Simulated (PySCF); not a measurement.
Calculated NMR parameters of C=C([SiH3])/C=N/C1CC1

- Formula: C6H11NSi
- SMILES: C=C([SiH3])/C=N/C1CC1
- Degrees of unsaturation: 3
- Carbon signals: 5
- Proton signals: 7

Numbering as in the mapped SMILES `[CH2:1]=[C:2]([SiH3:3])/[CH:4]=[N:5]/[CH:6]1[CH2:7][CH2:8]1`. Hydrogens are named by the atom that carries them. Ha(C7), Ha(C8) are cis to N5 on the ring; Ha(C1) is cis to Si3; Hb(C7), Hb(C8) are trans to N5 on the ring; Hb(C1) is trans to Si3.

PySCF 2.14 calculation with shieldings: GIAO PBE0/pcSseg-1 and GFN2-xTB geometry; relativity neglected, no solvent, single conformer, fast rotation and ring inversion assumed for equivalent nuclei.

Shifts are taken against calculated references (same method and geometry level): TMS for ¹H (σ = 31.72 ppm) and ¹³C (σ = 186.93 ppm) and ²⁹Si (σ = 349.16 ppm); ¹⁵N (σ = 267.73 ppm) vs NH3.

| carbon | δC, type | δH (multiplicity) | HMBC from (2–3 bonds) | span of the C tensor (ppm) |
| --- | --- | --- | --- | --- |
| C1 | 141.4, CH2 | Ha(C1) 6.46 (m); Hb(C1) 6.42 (m) | H(C4), H(Si3) | 235 |
| C2 | 154.9, C | – | H(C4), Ha(C1), Hb(C1), H(Si3) | 227 |
| C4 | 167.6, CH | 8.40 (s) | Ha(C1), Hb(C1), H(Si3), H(C6) | 172 |
| C6 | 43.3, CH | 2.97 (m) | H(C4), Ha(C7)/Ha(C8), Hb(C7)/Hb(C8) | 109 |
| C7/C8 | 14.3, CH2 | Hb(C7) 1.09 (m); Ha(C7) 1.12 (m) | H(C6), Ha(C7)/Ha(C8), Hb(C7)/Hb(C8) | 58 |

Other nuclei:
```tsv
atoms	nucleus	environment	δ (ppm)	σ (ppm)
H(Si3)	¹H	hydrogen on a silicon bonded to C	4.05	27.66
Si3	²⁹Si	silicon bonded to C, 3 H	-76.9	426.1
N5	¹⁵N	imine nitrogen	400.4	-132.7
```

- Carbon types of the structure: 1 × C, 2 × CH, 3 × CH2, leaving 3 H on heteroatoms.
- δC 167.6: C=N carbon.
- δC 154.9: fully substituted alkene carbon; as expected for a trigonal carbon in a double bond.
- δC 141.4: terminal =CH2 carbon; as expected for a trigonal carbon in a double bond.
- δH 6.46, 6.42: hydrogen on a terminal =CH2 carbon; olefinic region.
- δH 2.97, 1.12, 1.09: hydrogen on a three-membered-ring carbon.

Shifts are as computed. Against solution values, carbons near 30 ppm lie about +3 ppm off and those near 130 ppm about +5 ppm. Of 1211 compounds with measured shifts, 218 miss one by over three times the rms of a fit or turn the order of signals round; such compounds aren't used in these exercises. Experimental scales use liquid or dissolved standards, which lie at an offset from isolated NH3 (liquid NH3: subtract about 20 ppm). Unscaled 15N shifts of sp2 nitrogen come out 20 to 40 ppm too high even then. No couplings were computed; multiplicities are counted from neighbouring protons, with m where these are inequivalent, close in shift, in a saturated or five-membered ring or joined by F or P, and br s for small geminal =CH2 splittings.
